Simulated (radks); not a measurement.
Values are calculated unless marked as measured or tabulated.
Task: Mn9+, configuration [Ne] 3s2 3p4. Code: a radial shooting solver on a logarithmic mesh with Libxc functionals. Model: Dirac Kohn-Sham, revPBE, spin-unpolarised, spherical densities, finite nucleus; open shells are shared between the two j in proportion to 2j + 1; Fermi nuclear charge, rms radius 3.7057 fm. Some entries of the table are withheld. Estimate them.

| orbital | occ. | eigenvalue (eV) | <r^2> (bohr^2) | r(max) (bohr) |
|---|---|---|---|---|
| 1s1/2 | 2 | -6647.537 | 0.004987 | (1) |
| 2s1/2 | 2 | -960.6021 | 0.09124 | 0.2322 |
| 2p1/2 | 2 | (2) | (3) | 0.1865 |
| 2p3/2 | 4 | (4) | (5) | 0.1889 |
| 3s1/2 | 2 | -271.1568 | 0.6697 | (6) |
| 3p1/2 | 1.33333 | (7) | (8) | 0.6936 |
| 3p3/2 | 2.66667 | (9) | (10) | 0.6989 |

Result: 
(1) 1s1/2 r(max) (bohr): 0.03986
(2) 2p1/2 eigenvalue (eV): -854.3712
(3) 2p1/2 <r^2> (bohr^2): 0.07312
(4) 2p3/2 eigenvalue (eV): -843.8738
(5) 2p3/2 <r^2> (bohr^2): 0.07472
(6) 3s1/2 r(max) (bohr): 0.6984
(7) 3p1/2 eigenvalue (eV): -239.0362
(8) 3p1/2 <r^2> (bohr^2): 0.6879
(9) 3p3/2 eigenvalue (eV): -237.2767
(10) 3p3/2 <r^2> (bohr^2): 0.6973
